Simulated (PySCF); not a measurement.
Atom-mapped SMILES (the numbers label the heavy atoms): `[CH2:1]=[CH:2][CH2:3][O:4][SiH2:5][Cl:6]` (H(Xn): hydrogen on atom n). Ha(C1) is cis to C3; Hb(C1) is trans to C3.

Geometry: PBE0-D3(BJ)/def2-SVP; GIAO shifts from PySCF 2.14, gas phase, non-relativistic, averaged over equivalent atoms.

At BHandHLYP/pcSseg-1 (151 basis functions, 24 s wall time on 1 thread of an Arm Neoverse N1, shared host):
```csv
atoms,δ (ppm)
C2,147.6
C1,125.6
C3,69.7
O4,59.7
Si5,-15.8
Cl6,31.9
H(C2),6.42
Ha(C1),5.41
Hb(C1),5.35
H(Si5),4.97
H(C3),4.16
```

Shifts are taken against calculated references (same method and geometry level): ¹³C (σref 183.98), ²⁹Si (σref 358.43), ¹H (σref 31.44) against TMS; ¹⁷O (σref 334.77) vs H2O; HCl for ³⁵Cl (σref 941.73).

**Question.** Estimate the result of repeating the calculation with B97-D/pcSseg-1.

**Answer.** 
```
 atoms  δ at B97-D/pcSseg-1  change
    C2                140.7    -6.9
    C1                118.0    -7.6
    C3                 73.7    +4.0
    O4                 79.0   +19.3
   Si5                -16.0    -0.2
   Cl6                 51.9   +20.0
 H(C2)                 6.41   -0.01
Ha(C1)                 5.31   -0.10
Hb(C1)                 5.25   -0.10
H(Si5)                 5.30   +0.33
 H(C3)                 4.40   +0.24
```

Shifts are taken against calculated references (same method and geometry level): ¹³C (σ = 179.17 ppm) and ²⁹Si (σ = 347.23 ppm) and ¹H (σ = 31.41 ppm) vs TMS; ¹⁷O (σ = 330.37 ppm) vs H2O; HCl for ³⁵Cl (σ = 925.42 ppm).

The largest change is at Cl6 (chlorine bonded to Si). Cost: 151 basis functions, 30 s wall time on 1 thread of an Arm Neoverse N1, shared host. The order of the carbon signals is the same at both levels.

Experimental scales use liquid or dissolved standards, which lie at an offset from isolated H2O (liquid H2O: subtract about 36 ppm).
